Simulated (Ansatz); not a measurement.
Geometry optimisation, RKS r2SCAN-D4/def2-SVP (Ansatz).

Input:

```yaml
crystal:
  periodic: [false, false, false]
  atoms:
    - { symbol: Si, position_ang: [0.0, 0.0, 0.0] }
    - { symbol: H, position_ang: [0.0, 0.0, 1.81] }
    - { symbol: O, position_ang: [1.5842, 0.0, -0.5594] }
    - { symbol: H, position_ang: [1.9006, -0.9521, -0.6761] }
    - { symbol: O, position_ang: [-0.7913, 1.3709, -0.5594] }
    - { symbol: H, position_ang: [-1.7491, 1.1401, -0.7818] }
    - { symbol: O, position_ang: [-0.7913, -1.3709, -0.5594] }
    - { symbol: H, position_ang: [-1.2459, -1.8365, 0.2129] }
    - { symbol: F, position_ang: [0.9912, 1.4948, 0.596] }
    - { symbol: H, position_ang: [0.538, 0.8114, 1.693] }
basis:
  gaussian: { orbitals: def2-SVP }
hamiltonian:
  xc: r2scan
  dispersion: d4
relax:
  f_tol: 0.15
  max_steps: 25
  restrain:
    - { distance: [0, 8], at: 1.59, k: 30.0 }
    - { distance: [9, 1], at: 0.66, k: 30.0 }
    - { distance: [0, 1], at: 2.66, k: 30.0 }
    - { distance: [9, 8], at: 2.12, k: 30.0 }
```

Command:

```bash
$ ansatz run input.yaml --threads 4 --pin off --max-ram 5120MiB --backend cpu --events-out ev --progress --plain --runs-dir out
```

Question: Where does it end, and by what steps?

Answer: It converged. The restraints hold the end off the free minimum; the threshold counts their pulls, which the force column leaves out. Restrained pairs: Si1–F9 (1.89 → 1.60 Å), H2–H10 (0.98 → 0.72 Å), Si1–H2 (1.81 → 2.67 Å), F9–H10 (1.37 → 2.13 Å). After 19 steps the energy has fallen by 4.481 eV (the restraints' own energy left out); H6 moved furthest, 1.71 Å.

| step | energy less start (eV) | largest force component (eV/Å) | accepted |
| --- | --- | --- | --- |
| 0 | 0.0000 | 5.772 | yes |
| 1 | -0.3385 | 4.289 | yes |
| 2 | -0.9763 | 2.589 | yes |
| 3 | -2.4191 | 2.105 | yes |
| 4 | -3.1326 | 1.608 | yes |
| 5 | -3.5843 | 1.131 | yes |
| 6 | -3.9742 | 0.616 | yes |
| 7 | -4.1774 | 0.898 | yes |
| 8 | -4.2653 | 1.205 | yes |
| 9 | -4.3126 | 1.444 | yes |
| 10 | -4.3457 | 1.591 | yes |
| 11 | -4.3860 | 1.477 | yes |
| 12 | -4.3716 | 1.492 | no |
| 13 | -4.4003 | 1.558 | yes |
| 14 | -4.4159 | 1.603 | yes |
| 15 | -4.4387 | 1.636 | yes |
| 16 | -4.4736 | 1.607 | yes |
| 17 | -4.4656 | 1.636 | yes |
| 18 | -4.4776 | 1.734 | yes |
| 19 | -4.4807 | 1.755 | yes |

```xyz
10
Properties=species:S:1:pos:R:3
Si -0.181 0.377 -0.199
H 1.095 -0.704 1.882
O 1.250 -0.095 -0.837
H 1.766 -0.735 -0.335
O -0.999 1.223 -1.340
H -0.900 0.933 -2.253
O -0.979 -0.954 0.354
H -1.779 -0.797 0.868
F -0.025 1.418 1.012
H 1.189 -0.009 2.026
```

Time of the run: 31 s on 4 threads of Intel(R) Xeon(R) Platinum 8259CL CPU @ 2.50GHz (Skylake/Cascade Lake), with other jobs on the host, peak memory 0.19 GiB.
